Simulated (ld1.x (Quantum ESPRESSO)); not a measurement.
**Plane-wave convergence, TM potential for beryllium**

ld1.x (Quantum ESPRESSO) 7.5 input, shortened:

```
&input
   title='Be', zed=4., rel=1, dft='PBESOL', iswitch=3,
   config='[He] 2s0 2p0 3d-2'
 /
 &inputp
   pseudotype=2, tm=.true., lloc=0,
   nlcc=.false.
 /
3
2P  2  1   0.00   0.00  3.65  3.65  0.0
3D  3  2  -2.00   0.25  3.55  3.55  0.0
1S  1  0   2.00   0.00  0.50  0.50  0.0
 &test
   configts(1)='1s2 2s0 2p0'
 /
```

The pseudo-atom Hamiltonian at the reference potential is diagonalised in spherical Bessel functions j_l(qr) that vanish at 20 bohr, with q² up to the cutoff. All-electron valence levels (Ry): 2p -1.2582, 1s -9.6571, 2s -1.5209.

How do the lowest levels (Ry) of each channel move with the cutoff, and are there ghosts?

```
cutoff (Ry)     p #1     p #2     d #1     d #2     s #1     s #2  Σ f·Δε (mRy)
          8  -1.2476  -0.4934  -0.4542  -0.2529  -4.4310  -0.9741       10449.6
         18  -1.2582  -0.4965  -0.4589  -0.2543  -5.8281  -1.1565        7655.4
         35  -1.2582  -0.4973  -0.4592  -0.2545  -7.0286  -1.2883        5254.4
         55  -1.2582  -0.5014  -0.4593  -0.2545  -7.9532  -1.3773        3405.1
         90  -1.2582  -0.6269  -0.4593  -0.2545  -8.8054  -1.4508        1700.7
        140  -1.2582  -0.7585  -0.4593  -0.2545  -9.3608  -1.4937         589.9
        230  -1.2582  -0.8754  -0.4593  -0.2545  -9.6242  -1.5130          63.1
        400  -1.2582  -0.9201  -0.4593  -0.2545  -9.6558  -1.5156           0.0
```

Result: ghost state, extra bound levels that the all-electron valence spectrum of the same l lacks: p at -12.5 eV (a true bound ghost makes a file unfit for plane-wave use); 10 mRy is reached at 300 Ry and 1 mRy at over 300 Ry.

3 of 7 tests not solved or not reliable.
